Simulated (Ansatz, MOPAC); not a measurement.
Molecule: IBr (charge 0, singlet). SMILES: BrI

Atoms: I1, Br2. Bonds: I1-Br2.

Bond lengths (Å) and angles (degrees) optimised at PM7 with MOPAC; PBE/LANL2DZ with Ansatz (a quantum-chemistry and plane-wave program); MP2/LANL2DZ with Ansatz, each started from the B3LYP-D3(BJ)/def2-TZVP structure (Ansatz) of the last column. A row stands for all coordinates that are equal there.

```tsv
coordinate	PM7	PBE/LANL2DZ	MP2/LANL2DZ	B3LYP-D3(BJ)/def2-TZVP
I1-Br2	2.470	2.676	2.686	2.500
```

Mean signed difference of all 1 bond lengths from B3LYP-D3(BJ)/def2-TZVP: PM7 -0.030 Å, PBE/LANL2DZ 0.177 Å, MP2/LANL2DZ 0.186 Å.
